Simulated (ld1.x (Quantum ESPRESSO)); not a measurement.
Varying the PAW potential for cobalt (Co)

Base potential:

ld1.x (Quantum ESPRESSO) 7.5 input, shortened:

```
&input
   title='Co', zed=27., rel=1, dft='PBE', iswitch=3,
   config='[Ar] 3d8 4s1 4p0'
 /
 &inputp
   pseudotype=3, lpaw=.true., tm=.true., lloc=-1, rcloc=1.15,
   nlcc=.true., rcore=1.15,
   which_augfun='BESSEL', rmatch_augfun=0.85
 /
6
4S  1  0   1.00   0.00  1.50  2.00  0.0
4S  1  0   0.00   3.75  1.50  2.00  0.0
4P  2  1   0.00   0.00  2.55  3.20  0.0
4P  2  1   0.00   2.95  2.55  3.20  0.0
3D  3  2   8.00   0.00  1.05  1.35  0.0
3D  3  2   0.00   2.05  1.05  1.35  0.0
 &test
   configts(1)='3d8 4s1 4p0'
 /
```

Cutoffs, loose and tight: the cutoffs (Ry, on a coarse ladder) from which the occupation-weighted sum of valence levels, in a spherical-Bessel basis at the reference potential, stays within 10 and 1 mRy of its value at 400 Ry. They do not see the model core or the augmentation charge, which bear on the density cutoff. Test errors are all-electron minus pseudo excitation energies from the reference, over the configurations 3d7 4s2 4p0; 3d7 4s1 4p0; 3d7 4s0 4p0; 3d8 4s0 4p0; 3d6 4s2 4p1; 3d5 4s0 4p0; 3d6 4s2 4p0. A dash means not determined; rows that change the core or the reference have their own tests.

A true bound ghost makes a file unfit for plane-wave use even where its test errors are small: the radial tests pick states by their node count and pass the ghost by.

```csv
change,outcome,"cutoff, loose","cutoff, tight",bound ghosts,largest test error (meV)
base,generated,60 Ry,100 Ry,s,-2154
"core correction a·sin(br)/r model core, default radius (ld1.x builds one for every PAW set, though the input has nlcc=.false.)",generated,60 Ry,100 Ry,s,-2365
core correction a·sin(br)/r model core inside 0.62 bohr,generated,60 Ry,100 Ry,s,-2153
core correction a·sin(br)/r model core inside 0.82 bohr,generated,60 Ry,100 Ry,s,-2153
core correction a·sin(br)/r model core inside 0.98 bohr,generated,60 Ry,100 Ry,s,-2154
core correction a·sin(br)/r model core inside 1.22 bohr,generated,60 Ry,100 Ry,s,-2155
core correction a·sin(br)/r model core inside 1.38 bohr,generated,60 Ry,100 Ry,s,-2165
core correction a·sin(br)/r model core inside 1.62 bohr,generated,60 Ry,100 Ry,s,-2221
```
